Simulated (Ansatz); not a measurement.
A structure relaxed at PBE-D4/def2-SVP in Ansatz, charge 0, singlet:

| atom | x (Å) | y (Å) | z (Å) |
| --- | --- | --- | --- |
| Mo1 | 1.155 | -1.012 | -0.552 |
| Mo2 | -1.105 | -1.013 | -0.646 |
| Mo3 | -0.023 | 1.185 | 0.539 |
| Se4 | -0.100 | 2.438 | 2.444 |
| Se5 | 0.063 | -3.055 | -1.502 |
| Se6 | -1.894 | 1.287 | -1.032 |
| Se7 | 1.971 | 1.288 | -0.871 |
| Se8 | -0.067 | -1.118 | 1.620 |

(1) Give its formula and point group.

(2) Summarise the bond lengths by kind (pairs closer than 1.2 times the sum of covalent radii, bridged metal pairs left out).

## Answers

(1) Mo3Se5. Point group Cs (tolerance 0.1 Å).

(2) 10 × Mo–Se 2.28 to 2.54 Å.

In the def2 sets Mo takes a core potential; there is no spin–orbit coupling. The restricted singlet is unstable towards broken spin symmetry in Hartree–Fock (as tested in another run); at PBE-D4/def2-SVP this wasn't settled. The structure comes from a short search, and lower isomers may exist.
